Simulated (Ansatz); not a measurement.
Born–Oppenheimer molecular dynamics of CH7OSn (10 atoms, charge 0, multiplicity 2). It starts at the highest image of a converged band, a first-order saddle point between two minima.

The calculation used UKS BLYP-D4/def2-SVP in Ansatz 0.2.0.

```json
{
 "ensemble": "NVE (velocity Verlet)",
 "time step": "0.5 fs",
 "steps asked": "200",
 "starting velocities drawn for": "100 K",
 "seed": "2487"
}
```

First frame:

```xyz
10
Properties=species:S:1:pos:R:3
H -1.060 0.701 -1.400
Sn 2.001 0.362 -0.124
O -0.818 -0.129 -0.942
C -1.721 -0.325 0.152
H 2.465 1.716 0.916
H 1.534 -0.930 0.968
H 3.465 -0.194 -0.940
H -2.761 -0.520 -0.196
H -1.738 0.534 0.861
H -1.367 -1.216 0.706
```

Task: How far do the bonds stretch over the last three quarters of this one trajectory? (Pairs bonded in most of those frames.)

Result: 
```csv
bond,mean (Å),spread (Å),shortest,longest
H1–O3,0.978,0.011,0.96,0.99
Sn2–H5,1.774,0.027,1.73,1.81
Sn2–H6,1.754,0.014,1.73,1.78
Sn2–H7,1.760,0.045,1.69,1.83
O3–C4,1.434,0.002,1.43,1.44
C4–H8,1.114,0.013,1.09,1.14
C4–H9,1.115,0.012,1.10,1.13
C4–H10,1.108,0.018,1.08,1.14
```

Mean temperature of the second half: 88 K. The conserved energy stayed within 0.071 meV per atom of its start (net change 0.049 meV per atom), so the integration is sound. A run of 0.1 ps of so small a system gives no equilibrium averages.

The run took 7.3 min on 2 threads of Arm Neoverse V1, with other jobs on the host, peak memory 0.16 GiB.
